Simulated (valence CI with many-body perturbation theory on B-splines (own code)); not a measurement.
## Ladder of approximations for Sr VII

Calculated by valence CI with perturbative core correlation (CI+MBPT): four valence electrons over a frozen Dirac-Fock core [Ar] 3d10, radial functions for each j: 11 s, 11 p, 9 d, 7 f, 5 g, 2 h, 1 i, with the one-electron correlation potential Σ1 (screened to all orders), the two-electron term Σ2, the three-electron term Σ3, Breit, model QED; selected single and double excitations, second order for the rest, scaled by the run's own slope (own B-spline code, finite nucleus).

Against 13 measured levels this calculation errs by 109 cm⁻¹ on average and by 228 at most. These come from a selection out of Sansonetti, J. Phys. Chem. Ref. Data 41, 013102 (2012). Levels without a partner in it may be off by more. Among the levels kept, up to 350 cm⁻¹ of a level comes from second order outside the variational space, and about a tenth of that is noise between levels of different J, which matters for small intervals.

Each rung adds one term. CI alone is the Dirac-Coulomb CI over the frozen core; QED comes last and gives the full result, which names the levels. Energies are above 4s2 4p2 3P_0 on the same rung, in cm⁻¹.

Names give the largest LS component (configuration and term), which can be under half, so a name can repeat, a term be missing and a line seem to break the LS rules; names also repeat where a configuration has a term twice. Letters in brackets count levels of one name in rising energy.

```csv
Level,CI alone,Σ1,Σ2,Σ3,Breit,QED,Full
4s2 4p2 3P_1,6639,+227,+96,+16,-159,+18,6837
4s2 4p2 3P_2,12328,+333,+75,+7.8,-229,+25,12539
4s2 4p2 1D_2,28253,+537,-88,-31,-327,+37,28379
4s2 4p2 1S_0,51956,+657,-416,-159,-316,+33,51754
4s 4p3 5S°_2,125186,+1507,+2727,+118,-148,-298,129091
4s 4p3 3D°_1,165081,+1721,+1253,+33,-151,-279,167659
4s 4p3 3D°_2,165250,+1727,+1262,+32,-161,-279,167830
4s 4p3 3D°_3,167612,+1823,+1320,+39,-248,-272,170274
4s 4p3 3P°_0,188357,+1916,+582,-48,-212,-274,190322
4s 4p3 3P°_1,189137,+1952,+584,-43,-250,-270,191109
4s 4p3 3P°_2,190050,+1995,+616,-34,-284,-263,192080
4s 4p3 1D°_2,211768,+2239,-581,+23,-367,-202,212881
4s 4p3 3S°_1,237170,+2069,-5567,-119,-153,-302,233098
4s 4p3 1P°_1,250464,+2416,-4347,-138,-366,-256,247774
4s2 4p 4d 3F°_2,251645,+2642,+143,+66,-416,+5.7,254086
4s2 4p 4d 3F°_3,256206,+2770,+204,+69,-522,+20,258748
4s2 4p 4d 3F°_4,263145,+2975,+292,+73,-679,+39,265845
4s2 4p 4d 3P°_2,280243,+2759,-3180,-39,-408,-42,279333
4s2 4p 4d 3P°_1 [a],285294,+2873,-2890,-40,-426,-7.8,284804
```

The middle columns are the shifts that each term adds.

Q: How does the ionisation energy move along the ladder, and which term matters most?

A: CI alone 104.44, + Σ1 105.28, + Σ2 105.11, + Σ3 105.08, + Breit 105.03, + QED 105.03 eV. The largest step is Σ1, 0.84 eV. NIST lists 104 ± 2 eV (theoretical).
